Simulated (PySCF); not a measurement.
Members of one family of related compounds. Method: TDDFT CAM-B3LYP/def2-SVPD, vertical, gas phase, core orbitals frozen in the response in PySCF. Geometries: GFN2-xTB; one conformer of each isolated species. Triplets are in the Tamm–Dancoff approximation. 'Strongest' means the level of largest summed f among the lowest 8 singlets; it needn't be the same kind of state in each.

Problem. Rank by computed energy of the strongest computed level, highest first.
A. `COC[SiH]([SiH3])[SiH3]`
B. `C=CC[SiH]([SiH3])[SiH3]`
C. `[H]/N=C\[SiH]([SiH3])[SiH3]`
D. `C[SiH]([SiH3])[SiH3]`

Solution. D (8.04 eV), C (7.12 eV), A (6.86 eV), B (6.40 eV).

```csv
SMILES,strongest (eV),gap (eV),α (au),f (S1),f (strongest),S1 mainly
C[SiH]([SiH3])[SiH3],8.04,9.90,101.7,0.181,0.53,H→L (83%)
[H]/N=C\[SiH]([SiH3])[SiH3],7.12,8.45,108.8,0.001,0.19,H→L (92%)
COC[SiH]([SiH3])[SiH3],6.86,9.74,118.9,0.199,0.20,H-1→L (38%)
C=CC[SiH]([SiH3])[SiH3],6.40,8.96,125.3,0.013,0.22,H→L (72%)
```

H and L stand for HOMO and LUMO.
